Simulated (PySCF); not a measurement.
boron oxyfluoride anion (BFO), SMILES O=BF (connectivity only; charge and spin as stated), charge -1, multiplicity 2.

Geometry optimised at PBE0-D3(BJ)/def2-TZVPD. The spin state was assumed, not searched.

All values below come from PBE/def2-TZVPD run with PySCF.

The molecule is in vacuum. A positive occupied level means that this level leaves the electron formally unbound; only the finite basis holds it.

Computed frontier levels, dipole moment and polarisability:
```json
{
  "α spin, highest occupied and lowest empty level": "1.84 and 3.94 eV",
  "β spin, highest occupied and lowest empty level": "-1.31 and 3.03 eV",
  "dipole_moment_about_the_centre_of_nuclear_charge": "2.30 D",
  "mean_static_polarisability": "78.6 bohr³ (11.64 Å³)",
  "polarisability_principal_values": "70.8, 71.0, 93.9 bohr³",
  "⟨S²⟩": "0.754 (pure state 0.75)"
}
```
